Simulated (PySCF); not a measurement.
Br₂H₂O₂Si.

```xyz
7

O     -0.0781     1.3784     1.5868
Si     0.0000     0.0000     0.6886
O      0.0781    -1.3784     1.5868
Br    -1.8345     0.0058    -0.5580
Br     1.8345    -0.0058    -0.5580
H      0.7405     1.6624     2.0145
H     -0.7405    -1.6624     2.0145
```
Charge 0, spin multiplicity 1.

Coordinates come from a B3LYP-D3(BJ)/def2-SVP optimisation. The structure was generated by enumeration, and PubChem lists no compound with its InChIKey, so it may never have been made. The values are those of a single conformer.

Calculation: PySCF with PBE/pcSseg-1. Non-relativistic, no solvent.

Q: Give the absolute GIAO shielding of each atom: isotropic value and principal components (ppm). (Estimate from the structure and the level; the computed values follow.)

A: 
```
atom  σ(iso)     σ11     σ22     σ33   span
----  ------  ------  ------  ------  -----
O1     211.5   173.2   192.2   269.1   95.9
Si2    339.9   326.1   342.0   351.6   25.5
O3     211.5   173.2   192.2   269.1   95.9
Br4   2356.1  2071.9  2101.5  2894.9  822.9
Br5   2356.1  2071.9  2101.5  2894.9  822.9
H6      28.4    21.0    23.9    40.3   19.3
H7      28.4    21.0    23.9    40.3   19.3
```
